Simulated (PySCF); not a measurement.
Compound: C₃H₆BF₂NO.
Cartesian coordinates in Å at the PBE0-D3(BJ)/def2-SVP level; atoms count from 1:
```xyz
14
C3H6BF2NO angstrom
B      2.9264   -0.2853    0.4194
N      1.4965    0.2155    0.2566
C      0.4183    0.5952    0.1265
C     -0.9395    1.1262   -0.0488
O     -1.9308    0.3417    0.5412
C     -2.3187   -0.7600   -0.1736
F     -1.3304   -1.6688   -0.2067
F     -3.3566   -1.2812    0.4580
H      3.6078    0.7177    0.5858
H      2.9102   -1.0092    1.4052
H      3.1937   -0.8850   -0.6119
H     -0.9786    2.1160    0.4306
H     -1.1115    1.2737   -1.1324
H     -2.5904   -0.5085   -1.2179
```

Mayer bond orders were computed from the PBE0/pcSseg-1 density (PySCF). One conformer (not necessarily the lowest) at the PBE0-D3(BJ)/def2-SVP geometry, without solvent, vibrations or thermal averaging.

Problem. The orders 0.72, 0.94, 1.04, 2.60 belong to the bonds B1–N2, N2–C3, C4–O5, C6–F8, in another order. Match them.

Solution. B1–N2 0.72; C4–O5 0.94; C6–F8 1.04; N2–C3 2.60.

Problem. Set the orders of all bonds between heavy atoms beside their lengths and the difference of the Mulliken charges at their ends.

Solution. 
| bond | Mayer order | length (Å) | q(first) − q(second) (e) |
| --- | --- | --- | --- |
| N2–C3 | 2.599 | 1.151 | -0.514 |
| C6–F8 | 1.044 | 1.322 | +0.927 |
| C6–F7 | 0.991 | 1.343 | +0.956 |
| O5–C6 | 0.986 | 1.369 | -1.137 |
| C3–C4 | 0.980 | 1.468 | +0.138 |
| C4–O5 | 0.944 | 1.395 | +0.561 |
| B1–N2 | 0.722 | 1.524 | +0.173 |

Mayer orders depend on the basis set.

These values come from a run that also computed NMR shieldings. On Intel Xeon at 2.70 GHz, one thread, shared host with 64 logical CPUs at a one-minute load of 61, this took 68 s wall (grids of density and orbitals included) and 0.79 GiB of memory at its peak.
